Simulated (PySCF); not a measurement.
Species: C3H6ClGeN.
Atom-mapped SMILES: `[CH2:1]=[N:2]/[C:3]([Cl:4])=[CH:5]\[GeH3:6]` (hydrogens: H7, H8 on C1; H9 on C5; H10, H11, H12 on Ge6)

Computed by this run: PBE0-D3(BJ)/def2-SVP geometry optimisation, gas phase (PySCF); density fitting, grid level 1; the optimiser is geomeTRIC in internal coordinates, started from a GFN2-xTB structure with every atom displaced at random (about 0.01 Å).

Geometry at step 1:
```
atom  x, y, z in Å
C1     -2.0893   -0.9355    0.4597
N2     -0.9225   -0.5095    0.2193
C3     -0.6077    0.7835   -0.1258
Cl4    -1.8957    1.9698   -0.2427
C5      0.6763    1.1079   -0.3533
Ge6     2.0088   -0.3005   -0.1636
H7     -2.9886   -0.2973    0.4185
H8     -2.2127   -1.9918    0.7194
H9      0.9332    2.1401   -0.5975
H10     2.0085   -0.8470    1.2645
H11     3.3946    0.2844   -0.4584
H12     1.7341   -1.4320   -1.1488
```

Q: Give the atomic forces at this geometry.

A: 
| atom | Fx (eV/Å) | Fy (eV/Å) | Fz (eV/Å) |
| --- | --- | --- | --- |
| C1 | -0.196 | 0.077 | 0.003 |
| N2 | 0.180 | -0.205 | -0.040 |
| C3 | 0.102 | -0.015 | 0.032 |
| Cl4 | -0.048 | 0.114 | -0.025 |
| C5 | -0.061 | 0.033 | 0.095 |
| Ge6 | -0.056 | 0.060 | 0.036 |
| H7 | 0.016 | 0.032 | -0.010 |
| H8 | -0.034 | -0.078 | 0.036 |
| H9 | 0.004 | 0.026 | -0.068 |
| H10 | -0.005 | -0.035 | 0.131 |
| H11 | 0.130 | 0.127 | -0.053 |
| H12 | -0.033 | -0.137 | -0.139 |

The largest, 0.28 eV/Å, acts on N2; the rms over all components is 0.088 eV/Å. The forces sum to zero within rounding, as they must for an isolated molecule in no field.

Q: Give the force on N2 in Eh/bohr and in nN.

A: 0.276 eV/Å ÷ 51.422 = 0.00537 Eh/bohr, and 0.276 eV/Å × 1.602 = 0.44 nN.

Q: How far is this geometry from the end of the optimisation?

A: 0.017 eV above it, and 0.078 Å rms away after alignment. The bonds farthest from their final lengths, with half the difference of the two atoms' forces along the bond (positive lengthens):

```csv
bond,now (Å),final (Å),force along bond (eV/Å)
Ge6–H12,1.525,1.536,+0.13
C3–Cl4,1.755,1.764,+0.10
Ge6–H11,1.533,1.542,+0.11
Ge6–H10,1.529,1.537,+0.06
N2–C3,1.375,1.379,+0.07
C1=N2,1.265,1.269,+0.13
```

The angle farthest from its final value is C3–C5–Ge6, 117.6° against 119.9°.

What follows is the cost of the whole optimisation. The run took 1.7 min on one thread of an Arm Neoverse N1, shared host with 64 logical CPUs at a one-minute load of 31, and the process peaked at 0.53 GiB of memory.
